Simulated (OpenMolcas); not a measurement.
# Computed transition rates of Ni4+

* Program: OpenMolcas 26.06
* Method: MS-CASPT2, IPEA 0.25 Eh, imaginary shift 0.1 Eh (closed shells correlated: 3s 3p)
* Basis: ANO-R3 [7s5p5d3f2g1h]
* Scalar Hamiltonian: X2C, finite nucleus
* Active space: 6 electrons in 5 orbitals (3d)
* State averaging: 2S+1 = 5 even, 5 roots; 2S+1 = 3 even, 45 roots; 2S+1 = 1 even, 50 roots
* Spin-orbit coupling: RASSI with atomic mean-field integrals over the reference wave functions, term energies averaged over their components

Rates come from the transition moments of the reference wave functions (E1 and E2 in the length form). At fixed line strength A goes as λ^-3 for E1 and M1 and as λ^-5 for E2, so a rate at the computed wavelength can be rescaled to the measured one. Measured vacuum wavelengths follow from level energies in Corliss and Sugar, J. Phys. Chem. Ref. Data 10, 197 (1981). Branching counts decays inside the model space alone, at computed energies, and the table is only a selection of the E2 and M1 lines, drawn from those between levels with measured partners whose computed energy lies within a factor of 1.5 of the measured one.

```
     Upper       Lower  Type  λ computed (nm)  λ measured (nm)  A computed (s-1)  A rescaled (s-1)  Branching %
   3d6 5D0     3d6 5D1    M1            54910            53730          9.79e-04          1.04e-03        100.0
   3d6 5D1     3d6 5D2    M1            26800            26210          4.91e-03          5.25e-03        100.0
   3d6 3H5     3d6 3H6    M1            25730            21410          1.51e-03          2.62e-03         91.2
   3d6 5D2     3d6 5D3    M1            17090            16660          1.30e-02          1.40e-02        100.0
   3d6 5D3     3d6 5D4    M1            11630            11240          2.21e-02          2.45e-02        100.0
   3d6 3G4  3d6 3F4(1)    M1             1956             2025          1.74e-01                           48.4
   3d6 3G5     3d6 3H6    M1             1620             1627          1.84e-01                           46.6
   3d6 3G3     3d6 3H4    M1             1508             1525          2.06e-01                           39.9
3d6 1G4(1)  3d6 3F4(1)    M1            731.6            764.3          1.26e+00                           42.1
   3d6 1I6     3d6 3H6    M1            698.5            707.2          4.50e-01                           60.8
3d6 1S0(1)  3d6 3P1(1)    M1            514.7            526.3          6.16e+00                          100.0
3d6 1D2(1)  3d6 3F3(1)    M1              504            525.3          1.20e+00                           40.8
3d6 3P2(1)     3d6 5D3    M1            397.8            395.8          2.17e+00                           90.6
3d6 3P1(1)     3d6 5D2    M1            369.6            367.5          2.74e+00                           76.0
   3d6 3H6     3d6 5D4    E2            366.1            368.9          1.99e-05                          100.0
3d6 3P0(1)     3d6 5D1    M1            361.6            360.1          3.57e+00                           98.6
   3d6 3H4     3d6 5D4    M1            358.1              359          1.61e-01                           85.2
3d6 3F2(1)     3d6 5D2    M1            351.8              352          4.97e-01                           56.9
3d6 3F3(1)     3d6 5D3    M1            348.6            348.7          1.24e+00                           65.6
3d6 3F4(1)     3d6 5D4    M1            343.2            343.4          2.17e+00                           84.1
3d6 1G4(2)     3d6 1I6    E2            267.9            272.9          3.28e+00          2.99e+00         42.8
   3d6 3D1     3d6 5D1    M1            249.8            251.1          7.16e-01                           39.6
   3d6 3D3     3d6 5D4    M1            237.5            238.5          1.12e+00                           55.9
3d6 1D2(2)  3d6 1G4(1)    E2            158.5            160.7          2.65e+01          2.47e+01         59.0
3d6 3P0(2)     3d6 5D1    M1              152            154.2          2.58e+00                           40.1
```

Spin-changing lines and M1 lines between different terms are not rescaled, since their strength hangs on the term gaps too.

The largest correction is for 3d6 3H5 → 3d6 3H6 (M1): 1.51e-03 × (25730 / 21410)^3 = 2.62e-03 s-1, a factor of 1.74.

The computed order of these levels differs from the measured one in 1 place, and where term gaps are wrong the rates of spin-changing lines can be off by large factors.

These are rates of the free ion; in crystals, glasses and complexes forced electric-dipole and non-radiative decay shorten such lifetimes by orders of magnitude. No measured rate stands beside these. Rescaling mends the energy factor alone: line strengths can still be far off where a level mixes with configurations outside the active space, and weak or spin-changing lines hang on small mixing coefficients that depend on the term gaps too, so rescaling need not improve them.

Term energies are means over components that CASPT2 splits; among the terms shown or strongly mixed into the levels shown the widest spread is 920 cm-1 (3d6 1I). The CASPT2 spread within a term exceeds the gap to the next term for 3d6 1I and 3d6 3D, so the order of their levels is uncertain. Computed and measured levels are paired by configuration, term and J; levels that our copy of the source lacks, or whose pairing is in doubt (as where it misses far off the trend of its configuration), stay unpaired. Only configurations of the active space appear.

A number in round brackets counts repeated terms of one configuration in the order of the reference energies.
